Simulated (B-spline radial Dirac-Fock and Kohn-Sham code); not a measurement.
# L-shell conversion coefficients of Dy against transition energy

Model: a Dirac-Hartree-Slater potential of the neutral atom with a Latter tail (no hole, which puts coefficients of high multipoles low close above an edge), finite nucleus with surface currents. Program: a radial B-spline solver. Subshells within 1 keV of threshold and pair formation are left out.

```csv
energy (keV),E1,E2,E3,E4,E5,M5
10.8,19.0,69700,1.67e+07,7.36e+08,1.52e+10,4.24e+11
13.4,10.7,23500,4.66e+06,2.40e+08,7.31e+09,9.26e+10
14,9.52,18900,3.59e+06,1.88e+08,5.94e+09,6.69e+10
14.8,8.19,14300,2.59e+06,1.36e+08,4.49e+09,4.41e+10
16.7,5.91,7790,1.26e+06,6.67e+07,2.31e+09,1.76e+10
17,5.63,7120,1.14e+06,5.99e+07,2.08e+09,1.53e+10
20,3.61,3150,433000,2.20e+07,7.75e+08,4.33e+09
34.8,0.779,200,16200,627000,1.83e+07,5.44e+07
36.1,0.703,166,13000,493000,1.41e+07,4.07e+07
37.7,0.623,134,10100,371000,1.03e+07,2.89e+07
50,0.283,33.6,1900,57600,1.35e+06,3.15e+06
54,0.228,23.1,1210,34600,770000,1.73e+06
58.8,0.179,15.3,735,19700,413000,896000
67.1,0.124,8.13,340,8220,157000,325000
100,0.0405,1.25,33.8,593,8410,16200
116,0.0268,0.637,14.5,225,2850,5470
200,0.00601,0.0612,0.732,7.04,58.0,123
213,0.00508,0.0475,0.526,4.78,37.5,80.9
500,0.000605,0.00233,0.00991,0.0413,0.164,0.480
503,0.000597,0.00229,0.00967,0.0401,0.159,0.465
541,0.000507,0.00185,0.00729,0.0284,0.106,0.316
583,0.000429,0.00149,0.00551,0.0201,0.0709,0.215
599,0.000405,0.00138,0.00499,0.0178,0.0615,0.187
764,0.000242,0.000728,0.00217,0.00639,0.0184,0.0572
1000,0.000142,0.000384,0.000970,0.00237,0.00570,0.0173
1260,9.29e-05,0.000232,0.000524,0.00113,0.00237,0.00678
1770,5.16e-05,0.000117,0.000233,0.000434,0.000779,0.00197
2000,4.22e-05,9.24e-05,0.000178,0.000317,0.000545,0.00132
2180,3.67e-05,7.86e-05,0.000148,0.000257,0.000428,0.000998
```

Q: How fast do they fall between 1770 and 2180 keV?

A: As powers of the energy: E1 E^-1.63, E2 E^-1.91, E3 E^-2.19, E4 E^-2.52, E5 E^-2.87, M5 E^-3.28. Within one type (E or M) the higher multipoles fall faster.

Values without a named source are computed, but for edge energies of neutral atoms, which are taken from tables.
